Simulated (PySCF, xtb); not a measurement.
CH5BO2, SMILES CB(O)O. Atoms are numbered in the order given.

```xyz
9

B      0.0796     0.0715     0.0028
C     -1.1676    -0.9109    -0.0811
H     -0.8909    -1.8449    -0.6014
H     -2.0387    -0.4892    -0.6078
H     -1.5048    -1.2044     0.9286
O      0.0941     1.3131    -0.5620
H     -0.7300     1.5273    -1.0110
O      1.2288    -0.2783     0.6526
H      1.1884    -1.1588     1.0402
```

Geometry: B3LYP-D3(BJ)/def2-SVP. The values are those of a single conformer.

Level of theory: IEF-PCM-ωB97X/def2-SVP (PySCF 2.14.0).

The values are the electrostatic part of the solvation free energy, E(continuum) − E(gas) at the gas-phase geometry, in a cavity of scaled van der Waals radii (PySCF's table); cavitation and dispersion terms are not included. In vacuum the orbital gap is 14.66 eV. The dipole moment in vacuum is 2.78 D.

| solvent | ε | ΔG(elec) (kcal/mol) | dipole (D) | gap (eV) |
|---|---|---|---|---|
| water | 78.36 | -8.4 | 3.32 | 15.07 |
| n-hexane | 1.88 | -2.9 | 2.96 | 14.81 |
| toluene | 2.37 | -3.8 | 3.02 | 14.85 |

For comparison, GFN2-xTB/ALPB(water) (xtb, at the GFN2-xTB geometry, all terms of that model) gives -8.4 kcal/mol.
